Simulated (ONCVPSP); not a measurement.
**Ranking ONCV potentials for Xe (Z = 54)**

All share these settings but for the change named:

| Item | Value |
| --- | --- |
| Element | xenon |
| Generator | ONCVPSP 4.0.1 |
| Type | optimised norm-conserving Vanderbilt (ONCV) |
| Functional | BLYP |
| Relativity | fully relativistic |
| Frozen core | [Ar] 3d10 |
| Valence charge | 26 |
| Reference configuration | 4s2 4p6 4d10 5s2 5p5.75 (charge +0.25) |
| Partial waves | 4s+5s: rc 1.30 bohr, ncon 5, nbas 10, qcut 10.2 1/bohr, 3 projectors, debl 3.7 Ha; 4p+5p: rc 1.20 bohr, ncon 4, nbas 8, qcut 10.5 1/bohr, 2 projectors; 4d: rc 1.25 bohr, ncon 5, nbas 10, qcut 12 1/bohr, 2 projectors, debl 1.5 Ha |
| Local potential | polynomial inside 1.15 bohr (lpopt 5, dvloc0 0 Ha) |
| Core correction | polynomial model core, fcfact 0.75 |

Open shells are filled in proportion to 2j + 1.

In the d channel the program set the typed energies aside and used -2.229, 0.250 Ha (j = l + 1/2; the other j can differ).

Test errors are all-electron minus pseudo excitation energies from the reference, over 4s2 4p6 4d10 5s2 5p6; 4s2 4p6 4d10 5s2 5p5; 4s2 4p6 4d10 5s2 5p4; 4s2 4p6 4d10 5s2 5p3. None of these files shows a bound ghost.

The base gives 2.7 meV.

Of 11 variants that were run, those that failed, showed a ghost or another fault, or gave nearly equal values are left out.

A variant can come out equal or close to the base, since the largest error may sit in a test that the change hardly touches while other tests move.

Rank these variants by their largest absolute test error, smallest first.
A. s: rc 1.7
B. functional Wu-Cohen
C. s: qcut 13.3
D. all radii but the core radius scaled by about 1.28 (s 1.66, p 1.54, d 1.60 bohr); local potential polynomial inside 1.46 bohr (lpopt 5, dvloc0 0 Ha)

D (0.4 meV), C (2.1 meV), B (2.7 meV), A (3.2 meV).
